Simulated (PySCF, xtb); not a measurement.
# BOSe−: which of two structures lies lower

We compare I, the triplet with the links of `O=B[Se-]`, with II, a singlet given by its coordinates. Both are isolated ions in the gas phase, relaxed with PBE0-D3(BJ)/def2-SVPD.

I (Å):

```xyz
3

B     0.3109   -0.6172    0.3309
O     1.0912   -1.1148   -0.5163
Se    0.0894    1.4588    0.4540
```

II (Å):

```xyz
3

B    -1.4316    1.5736    3.2746
O    -1.9986    1.8209    2.1861
Se   -2.8618    2.1991    0.5288
```

Close contacts (Å): B1–O2 1.25, O2–Se3 1.91.

Q: Estimate which is lower in electronic energy at CCSD(T)/def2-SVPD + ΔMP2/def2-TZVPPD, and by roughly how much.

A: The CCSD(T)/def2-SVPD + ΔMP2/def2-TZVPPD calculation puts structure I lower, by 0.340 eV.

How the difference moves with the method:

```
                               level               geometry  E(II) − E(I) (eV)  departure from the last row (eV)  job, with rough time for the two
               PBE0-D3(BJ)/def2-SVPD  PBE0-D3(BJ)/def2-SVPD              +0.751                            +0.411             optimisation, 2.1 min
                        HF/def2-SVPD  PBE0-D3(BJ)/def2-SVPD              +0.849                            +0.509           part of the CCSD(T) run
                       MP2/def2-SVPD  PBE0-D3(BJ)/def2-SVPD              +0.658                            +0.318           part of the CCSD(T) run
                   CCSD(T)/def2-SVPD  PBE0-D3(BJ)/def2-SVPD              +0.496                            +0.156                      single point
CCSD(T)/def2-SVPD + ΔMP2/def2-TZVPPD  PBE0-D3(BJ)/def2-SVPD              +0.340                                               single point, 2.2 min
```

The levels shown agree on the order. The largest departure from CCSD(T)/def2-SVPD + ΔMP2/def2-TZVPPD is that of HF/def2-SVPD, 0.509 eV. No reliable frequencies are at hand for I, so it isn't confirmed as a minimum. At CCSD(T)/def2-SVPD + ΔMP2/def2-TZVPPD a singlet with the links of I lies below this triplet. Levels run at GFN2-xTB geometries aren't shown. The last row adds to CCSD(T) the change of the MP2 difference between the two basis sets, here −0.156 eV, a large step that makes the value less sure.

Open shells are spin-unrestricted. The correlated steps freeze 11 core orbitals; the filled d shell of Se is correlated, in a basis made for valence electrons. Run with PySCF 2.14.0, xtb 6.7.1; the last row on 2 threads of Arm Neoverse V1 on a shared host.
